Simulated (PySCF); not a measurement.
This PySCF input asks for the NMR shieldings of SMILES C#CP1(=C)CCOCC1, C$_{7}$H$_{11}$OP; the geometry comes from PBE0-D3(BJ)/def2-SVP.

```python
import basis_set_exchange as bse
import numpy as np
from pyscf import gto, dft
from pyscf.prop import nmr

atoms = """
C     1.831309   -1.405731    1.874737
C     1.435654   -0.653793    1.007596
P     0.875688    0.454126   -0.257819
C     2.105938    1.462504   -0.752406
C    -0.068858   -0.719048   -1.347741
C    -1.309788   -1.300818   -0.680493
O    -2.194190   -0.308174   -0.232768
C    -1.704768    0.448430    0.838560
C    -0.542953    1.360143    0.452579
H     2.190518   -2.062618    2.647316
H     1.817977    2.363672   -1.298839
H     3.090957    1.029840   -0.935599
H    -0.349626   -0.123063   -2.232776
H     0.620531   -1.510366   -1.682947
H    -1.874560   -1.918984   -1.395190
H    -1.009459   -1.958632    0.160850
H    -2.545212    1.058355    1.203081
H    -1.392966   -0.215045    1.671085
H    -0.172114    1.937169    1.312662
H    -0.858866    2.076092   -0.324579
"""
names = dict.fromkeys(["C", "P", "O", "H"], "pcSseg-1")
basis = {el: gto.basis.parse(bse.get_basis(n, elements=[el], fmt="nwchem")) for el, n in names.items()}
mol = gto.M(atom=atoms, basis=basis, charge=0, verbose=0)
mf = dft.RKS(mol, xc="HYB_GGA_XC_MPW1PW")
mf.grids.level = 2
mf.grids.alignment = dft.numint.BLKSIZE   # the property module wants whole blocks of grid points
mf.conv_tol = 1e-9
mf.kernel()

calc = nmr.RKS(mf)   # GIAO
C = mf.mo_coeff
Co = C[:, mf.mo_occ > 0]
resp = mf.gen_response(singlet=True, hermi=2)
def vind(x):   # induced exchange potential for any number of trial vectors
    d = np.einsum("pi,xij,qj->xpq", C, 2 * x.reshape(-1, C.shape[1], Co.shape[1]), Co, optimize=True)
    return np.einsum("xpq,pi,qj->xij", resp(d - d.transpose(0, 2, 1)), C, Co, optimize=True).ravel()
mo1, _ = nmr.rhf.solve_mo1(calc, with_cphf=vind)
sigma = calc.kernel(mo1)
for i, s in enumerate(sigma):   # ppm
    print("%2d %-2s %9.2f" % (i, mol.atom_pure_symbol(i), np.trace(s) / 3))
```

Q: Give the expected output.

A: 
```
 0 C      86.66
 1 C     103.06
 2 P     355.78
 3 C     190.50
 4 C     134.96
 5 C     116.80
 6 O     286.36
 7 C     115.82
 8 C     153.56
 9 H      28.65
10 H      31.53
11 H      31.19
12 H      30.09
13 H      29.80
14 H      27.38
15 H      28.00
16 H      27.17
17 H      27.64
18 H      29.86
19 H      29.45
```

These numbers come from an equivalent density-fitted implementation of the same equations, which agrees with the script to about 0.01 ppm for H and up to a few tenths of a ppm for heavy atoms, so last digits may differ.

Q: Turn these shieldings into chemical shifts. Shifts are taken against calculated references (same method and geometry level): ¹³C (σ = 183.54 ppm), ¹H (σ = 31.32 ppm) against TMS; H3PO4 for ³¹P (σ = 308.48 ppm); H2O for ¹⁷O (σ = 333.30 ppm).

A: Averaging equivalent atoms: C 0: 96.9; C 1: 80.5; C 5/7: 67.2; C 4/8: 39.3; C 3: -7.0; P 2: -47.3; O 6: 46.9; H 14/16: 4.04; H 15/17: 3.50; H 9: 2.66; H 12/19: 1.55; H 13/18: 1.49; H 10/11: -0.04 ppm. Experimental scales use liquid or dissolved standards, which lie at an offset from isolated H2O (liquid H2O: subtract about 36 ppm) and H3PO4.

Size and cost of the density-fitted run: 215 basis functions, 44 s wall time on 1 thread of an Intel Xeon 6975P-C, shared host; peak memory 1.1 GiB.
